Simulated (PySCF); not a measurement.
Orbital energies and ionisation energy

Species: C₆H₉BO₃.
Structure used (PBE0-D3(BJ)/def2-SVP), in Å, numbered top down from 1:
```xyz
19
C6H9BO3 angstrom
C     -1.4984   -1.7394    0.8268
O     -1.5271   -0.3623    0.5926
B     -0.4811    0.3612    0.1023
O     -0.6733    1.6958   -0.0758
C     -1.9028    2.3011    0.2240
C      0.9288   -0.1816   -0.2813
C      2.0044    0.6477   -0.7669
C      3.0623   -0.1720   -0.9973
O      2.7357   -1.4497   -0.6944
C      1.4622   -1.4466   -0.2684
H     -0.7138   -2.0161    1.5516
H     -1.3337   -2.3096   -0.1038
H     -2.4702   -2.0420    1.2431
H     -2.7412    1.7984   -0.2850
H     -2.1092    2.2826    1.3071
H     -1.8604    3.3484   -0.1081
H      1.9593    1.7239   -0.9154
H      4.0745   -0.0117   -1.3597
H      1.0680   -2.4205    0.0079
```

Level: CAM-B3LYP/def2-SVPD (PySCF). Frontier orbitals with their largest atomic shares (Löwdin; up to four atoms above 4 %):

```
orbital  ε (eV)                           main atoms
 HOMO−3  -10.37     O2 32 %, O4 14 %, B3 9 %, C6 8 %
 HOMO−2   -9.80     O2 32 %, O4 26 %, C1 8 %, C5 6 %
 HOMO−1   -9.26   C7 23 %, C6 21 %, O9 20 %, O4 13 %
   HOMO   -8.02                                    ?
   LUMO    0.87  C10 26 %, C6 18 %, O9 15 %, B3 12 %
 LUMO+1    0.97     B3 40 %, C1 10 %, C5 6 %, O2 5 %
 LUMO+2    1.55  C1 13 %, C5 11 %, H19 11 %, H12 9 %
```

What vertical ionisation energy does ΔSCF give, and how far is −ε(HOMO) from it?

ΔSCF: 8.77 eV (846 kJ/mol; threshold wavelength 141 nm); ⟨S²⟩ of the doublet left behind is 0.765, against 0.75 for a pure doublet. −ε(HOMO) is 8.02 eV, 0.75 eV below it. In exact Kohn–Sham theory the two would be equal; CAM-B3LYP (range-separated hybrid) falls short of its own ΔSCF value by 9 %. Holes in the HOMO−1 and HOMO−2 were tried too where these lie within 1.2 eV of the HOMO; the lowest converged state counts.

On which atoms does the HOMO lie?

C8 (aromatic CH next to a ring oxygen) 27 %, C10 (aromatic CH next to a ring oxygen) 26 %, C7 (aromatic CH carbon) 16 %, C6 (substituted aromatic carbon) 15 %, so no atom holds as much as 40 %. The HOMO−1 lies 1.24 eV lower.

What total energies stand behind the ΔSCF value?

E(N) = -484.09987 Eh and E(N − 1) = -483.77771 Eh at the same geometry, 0.32216 Eh apart.

With α = 92.7 au, estimate the like-pair dispersion coefficient by London's formula C6 = (3/4)α²I.

I = 0.3222 Eh, so C6 ≈ 2070 au, a rough estimate.

Isolated species at its PBE0-D3(BJ)/def2-SVP geometry (one conformer only).

These values come from a run that also computed excited states and ΔSCF ions. Hardware: x86-64 server, one thread, no GPU, shared host. Cost: 3.4 min.
